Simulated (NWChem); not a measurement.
System: CH4ClFOSi; SMILES CO[SiH](F)Cl

Excerpt of the output:

```
             Northwest Computational Chemistry Package (NWChem) 7.3.0
             --------------------------------------------------------

 C1  symmetry detected

                             Geometry "geometry" -> ""
                             -------------------------

 Output coordinates in angstroms (scale by  1.889725989 to convert to a.u.)

  No.       Tag          Charge          X              Y              Z
 ---- ---------------- ---------- -------------- -------------- --------------
    1 Si                  14.0000     0.26701092    -0.05719109     0.38135186
    2 F                    9.0000     1.74764237     0.09237600    -0.28497740
    3 Cl                  17.0000    -0.50032034    -1.89077793    -0.12280558
    4 O                    8.0000    -0.75867485     1.07424512    -0.24983631
    5 C                    6.0000    -0.60152386     2.47586671    -0.07426976
    6 H                    1.0000     0.43306602     0.07089241     1.85695644
    7 H                    1.0000     0.27552665     2.86125028    -0.63867353
    8 H                    1.0000    -0.47944718     2.75391705     0.99746385
    9 H                    1.0000    -1.51209206     2.97729513    -0.45787237

 Effective nuclear repulsion energy (a.u.)     303.4404500263

  pbe96 is a nonlocal functional; adding pw91lda local functional.

                                 NWChem DFT Module
                                 -----------------

 Summary of "ao basis" -> "ao basis" (spherical)
 ------------------------------------------------------------------------------
       Tag                 Description            Shells   Functions and Types
 ---------------- ------------------------------  ------  ---------------------
 Si                          6-31g*                  8       18   4s3p1d
 F                           6-31g*                  6       14   3s2p1d
 Cl                          6-31g*                  8       18   4s3p1d
 O                           6-31g*                  6       14   3s2p1d
 C                           6-31g*                  6       14   3s2p1d
 H                           6-31g*                  2        2   2s

            General Information
            -------------------
          SCF calculation type: DFT
          Wavefunction type:  closed shell.
          No. of atoms     :     9
          No. of electrons :    58
           Alpha electrons :    29
            Beta electrons :    29
          Charge           :     0
          Spin multiplicity:     1
          Use of symmetry is: off; symmetry adaption is: off
          Maximum number of iterations: 150
          AO basis - number of functions:    86
                     number of shells:    42
          Convergence on energy requested:  1.00D-06
          Convergence on density requested:  1.00D-05
          Convergence on gradient requested:  5.00D-04

              XC Information
              --------------
          PerdewBurkeErnzerhof Exchange Functional  1.000
            Perdew 1991 LDA Correlation Functional  1.000 local
           PerdewBurkeErnz. Correlation Functional  1.000 non-local

             Grid Information
             ----------------
          Grid used for XC integration:  medium
          Radial quadrature: Mura-Knowles
          Angular quadrature: Lebedev.
          Tag              B.-S. Rad. Rad. Pts. Rad. Cut. Ang. Pts.
          ---              ---------- --------- --------- ---------
          Si                  1.10       88          10.0       590
          F                   0.50       49          11.0       434
          Cl                  1.00       88          12.0       590
          O                   0.60       49           8.0       434
          C                   0.70       49          11.0       434
          H                   0.35       45          12.0       434
          Grid pruning is: on
          Number of quadrature shells:   503
          Spatial weights used:  Erf1

      Superposition of Atomic Density Guess
      -------------------------------------

 Sum of atomic energies:        -962.04775880

      Non-variational initial energy
      ------------------------------

 Total energy =    -963.584490
 1-e energy   =   -1934.821471
 2-e energy   =     667.796532
 HOMO         =      -0.382745
 LUMO         =       0.071709

   convergence    iter        energy       DeltaE   RMS-Dens  Diis-err
 ---------------- ----- ----------------- --------- --------- ---------
 d= 0,ls=0.0,diis     1   -964.6792030684 -1.27D+03  2.18D-02  1.02D+00
 d= 0,ls=0.0,diis     2   -964.4803604771  1.99D-01  1.31D-02  3.26D+00
 d= 0,ls=0.0,diis     3   -964.7886437976 -3.08D-01  2.76D-03  5.86D-02
 d= 0,ls=0.0,diis     4   -964.7914119404 -2.77D-03  1.48D-03  1.87D-02
 d= 0,ls=0.0,diis     5   -964.7939594180 -2.55D-03  2.65D-04  4.48D-04
  Resetting Diis
 d= 0,ls=0.0,diis     6   -964.7940256110 -6.62D-05  5.41D-05  2.06D-05
 d= 0,ls=0.0,diis     7   -964.7940280300 -2.42D-06  3.99D-05  4.33D-06
 d= 0,ls=0.0,diis     8   -964.7940265961  1.43D-06  2.78D-05  2.04D-05
 d= 0,ls=0.0,diis     9   -964.7940284206 -1.82D-06  2.42D-06  4.82D-08
 d= 0,ls=0.0,diis    10   -964.7940284263 -5.70D-09  5.46D-07  7.61D-09

         Total DFT energy =     -964.794028426306
      One electron energy =    -1937.600546537580
           Coulomb energy =      744.021061429433
    Exchange-Corr. energy =      -74.654993344441
 Nuclear repulsion energy =      303.440450026282

 Numeric. integr. density =       57.999995420784

                       DFT Final Molecular Orbital Analysis
                       ------------------------------------

 Vector   27  Occ=2.000000D+00  E=-2.946285D-01
              MO Center= -4.2D-01, -1.6D+00, -3.9D-02, r^2= 2.2D+00
   Bfn.  Coefficient  Atom+Function         Bfn.  Coefficient  Atom+Function
  ----- ------------  ---------------      ----- ------------  ---------------
    41      0.593350  3 Cl pz                45      0.316815  3 Cl pz
    39      0.270102  3 Cl px                37     -0.232691  3 Cl pz
    40     -0.227205  3 Cl py                43      0.138170  3 Cl px
    44     -0.125905  3 Cl py                80     -0.125715  6 H  s
    56      0.109842  4 O  s                 35     -0.105720  3 Cl px

 Vector   28  Occ=2.000000D+00  E=-2.810880D-01
              MO Center= -5.8D-01,  1.0D+00, -3.1D-02, r^2= 3.2D+00
   Bfn.  Coefficient  Atom+Function         Bfn.  Coefficient  Atom+Function
  ----- ------------  ---------------      ----- ------------  ---------------
    53      0.397072  4 O  px                57      0.271228  4 O  px
    55      0.259492  4 O  pz                80     -0.183783  6 H  s
    41      0.178597  3 Cl pz                59      0.176645  4 O  pz
    67     -0.176211  5 C  px                86      0.164770  9 H  s
    85      0.154769  9 H  s                 56     -0.145395  4 O  s

 Vector   29  Occ=2.000000D+00  E=-2.625562D-01
              MO Center= -5.1D-01,  1.3D+00, -1.1D-01, r^2= 2.2D+00
   Bfn.  Coefficient  Atom+Function         Bfn.  Coefficient  Atom+Function
  ----- ------------  ---------------      ----- ------------  ---------------
    55      0.466328  4 O  pz                59      0.348412  4 O  pz
    53     -0.280366  4 O  px                57     -0.210463  4 O  px
    82      0.187138  7 H  s                 84     -0.176677  8 H  s
    69     -0.161124  5 C  pz                81      0.156376  7 H  s
    80     -0.144828  6 H  s                 39      0.137265  3 Cl px

 Vector   30  Occ=0.000000D+00  E= 1.384894D-04
              MO Center= -4.0D-02, -5.4D-01,  2.5D-01, r^2= 4.1D+00
   Bfn.  Coefficient  Atom+Function         Bfn.  Coefficient  Atom+Function
  ----- ------------  ---------------      ----- ------------  ---------------
    10      0.891916  1 Si s                 42     -0.626405  3 Cl s
     6      0.566486  1 Si s                 12     -0.565499  1 Si py
    44     -0.547157  3 Cl py                 8     -0.412925  1 Si py
    56     -0.398262  4 O  s                 70      0.393756  5 C  s
    80     -0.389759  6 H  s                 40     -0.337115  3 Cl py

 Vector   31  Occ=0.000000D+00  E= 1.514910D-02
              MO Center=  4.0D-01,  8.7D-02,  4.0D-01, r^2= 4.0D+00
   Bfn.  Coefficient  Atom+Function         Bfn.  Coefficient  Atom+Function
  ----- ------------  ---------------      ----- ------------  ---------------
    11      0.870278  1 Si px                24     -0.498910  2 F  s
     7      0.438816  1 Si px                82      0.272838  7 H  s
    13     -0.224519  1 Si pz                42      0.213159  3 Cl s
    70     -0.205912  5 C  s                 73      0.178410  5 C  pz
    86      0.179186  9 H  s                 39     -0.176473  3 Cl px

 Vector   32  Occ=0.000000D+00  E= 1.717017D-02
              MO Center=  1.2D-01,  7.7D-01,  3.6D-01, r^2= 4.3D+00
   Bfn.  Coefficient  Atom+Function         Bfn.  Coefficient  Atom+Function
  ----- ------------  ---------------      ----- ------------  ---------------
    12      0.845900  1 Si py                56     -0.736693  4 O  s
    70     -0.528025  5 C  s                 10      0.426265  1 Si s
    72     -0.350984  5 C  py                84      0.309807  8 H  s
     8      0.300793  1 Si py                42      0.263898  3 Cl s
    11     -0.240436  1 Si px                86      0.235971  9 H  s

     Multipole analysis of the density
     ---------------------------------

     L   x y z        total         alpha         beta         nuclear
     -   - - -        -----         -----         ----         -------
     0   0 0 0     -0.000000    -29.000000    -29.000000     58.000000

     1   1 0 0     -0.057055     -0.028527     -0.028527     -0.000000
     1   0 1 0      0.919516      0.459758      0.459758     -0.000000
     1   0 0 1      0.452796      0.226398      0.226398     -0.000000

[...]
```

Level: PBE/6-31G* (spherical d), vertical spin-unrestricted ions. Geometry: optimised at PBE-D3(BJ)/def2-SVP.

Question: Reconstruct the input file.

Answer: One answer among several that fit: the input that was run:
```
start job
memory heap 200 mb stack 900 mb global 1100 mb
geometry units angstroms noautoz
  Si     0.290185    -0.082300     0.379816
  F      1.783642     0.082501    -0.253478
  Cl    -0.426255    -1.943467    -0.097451
  O     -0.742506     1.011443    -0.304182
  C     -0.618774     2.419933    -0.159581
  H      0.416539     0.085027     1.855426
  H      0.263998     2.810071    -0.711664
  H     -0.529353     2.726421     0.907610
  H     -1.529604     2.892446    -0.577715
end
basis spherical
  * library 6-31g*
end
dft
  xc xpbe96 cpbe96
  iterations 150
  vectors input atomic output neutral.movecs
end
task dft energy
charge 1
dft
  odft
  mult 2
  vectors input atomic output cation.movecs
end
task dft energy
```
